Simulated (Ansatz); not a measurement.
Species: C₃H₂ClN, charge 0, singlet. C3H2ClN ((Z)-3-chloroprop-2-enenitrile, SMILES C(=C/C#N)/Cl).
B3LYP-D3(BJ)/def2-TZVP minimum from Ansatz (a first-principles code):
```
C
C 1 1.3333
H 2 1.0800 1 121.59
H 1 1.0829 2 118.59 3 0.00
C 1 1.4187 4 116.91 2 180.00
N 5 1.1524 4 151.50 1 -180.00
Cl 2 1.7136 3 114.06 1 180.00
```
Charge 0, spin multiplicity 1.

Total energies in hartree (Ansatz). Radicals and triplets start from unrestricted determinants; spin-orbit coupling is neglected. Correlated methods leave the cores frozen. No relativity. For partners of very few electrons the exact lower level stands in for a higher one. The restricted determinant of C3H2ClN (N#C/C=C\Cl, singlet) is unstable towards broken spin symmetry in at least one set run.

```tsv
species	HF/cc-pV(T+d)Z	CCSD(T)/cc-pV(T+d)Z	HF/cc-pV(Q+d)Z	CCSD(T)/cc-pV(Q+d)Z	CCSD(T)/cc-pV(D+d)Z	CCSDT(Q)/cc-pV(D+d)Z
1: C3H2ClN ((Z)-3-chloroprop-2-enenitrile, SMILES Cl/C=C\C#N)	-628.75936	-629.66779	-628.77386	-629.73878	-629.43478	-629.43824
2: N (quartet)	-54.40069	-54.51471	-54.40372	-54.52482	-54.47850	-54.47866
3: C (triplet)	-37.69157	-37.78076	-37.69331	-37.78654	-37.76038	-37.76071
4: Cl (doublet)	-459.48556	-459.67356	-459.48916	-459.69449	-459.60403	-459.60445
5: H (doublet)	-0.49981	-0.49981	-0.49995	-0.49995	-0.49928	-0.49928
```

Q: Work out the atomisation energy (electronic, to ground-state atoms) in kJ/mol: take Hartree-Fock from cc-pV(Q+d)Z, extrapolate the CCSD(T) correlation energy as X^-3 (X = 3, 4), and add CCSDT(Q) - CCSD(T) in cc-pV(D+d)Z. 1 hartree = 2625.5 kJ/mol.

A: 
Species 1: correlation (64·(-0.96492) - 27·(-0.90843))/37 = -1.00614; step -0.00346; E1 = -628.77386 + (-1.00614) + (-0.00346) = -629.78346
Species 2: correlation (64·(-0.12110) - 27·(-0.11402))/37 = -0.12627; step -0.00016; E2 = -54.40372 + (-0.12627) + (-0.00016) = -54.53015
Species 3: correlation (64·(-0.09323) - 27·(-0.08919))/37 = -0.09618; step -0.00033; E3 = -37.69331 + (-0.09618) + (-0.00033) = -37.78982
Species 4: correlation (64·(-0.20533) - 27·(-0.18800))/37 = -0.21798; step -0.00042; E4 = -459.48916 + (-0.21798) + (-0.00042) = -459.70756
Species 5: correlation (64·(0.00000) - 27·(0.00000))/37 = 0.00000; step +0.00000; E5 = -0.49995 + (0.00000) + (+0.00000) = -0.49995
-1·E1 +1·E2 +3·E3 +1·E4 +2·E5 = 1.17639 hartree = 3088.6 kJ/mol.
